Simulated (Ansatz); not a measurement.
Species, as SMILES: P#N (N-P).
Geometry (B3LYP-D3(BJ)/def2-TZVP, fixed):
```
N
P 1 1.4828
```

Basis-set convergence of the dipole moment at PBE with Ansatz (a program for electronic structure). Dipoles come from the density behind the forces; the sign is taken along the dipole that this method gives in the largest set. Cartesian d functions, on some or all atoms, in 6-31+G*; all else is spherical. The program fits the integrals of some runs and decomposes those of others, by size. No added dispersion term, no relativity. Reference: the value in aug-pcseg-3, 2.725 D, itself unsure by roughly 0.005 D (its mean distance from aug-cc-pV(Q+d)Z, def2-QZVPPD).

```tsv
basis	functions	dipole moment (D)
STO-3G	14	___
6-31G	22	___
pcseg-0	22	2.220
cc-pV(D+d)Z	37	2.379
6-31+G*	42	2.604
aug-pcseg-1	50	2.633
6-311++G(2d,2p)	62	2.736
def2-TZVP	68	___
cc-pV(T+d)Z	69	2.602
def2-TZVPPD	85	2.705
jun-cc-pV(T+d)Z	87	2.711
aug-pcseg-2	96	2.712
cc-pV(Q+d)Z	119	2.681
pcseg-3	124	2.745
def2-QZVPP	127	2.718
aug-cc-pV(Q+d)Z	169	2.722
cc-pV(5+d)Z	191	2.720
pcseg-4	206	___
```

### Question
Some entries are withheld; supply them.

### Answer

- STO-3G, dipole moment (D): 1.881
- 6-31G, dipole moment (D): 2.146
- def2-TZVP, dipole moment (D): 2.675
- pcseg-4, dipole moment (D): 2.729
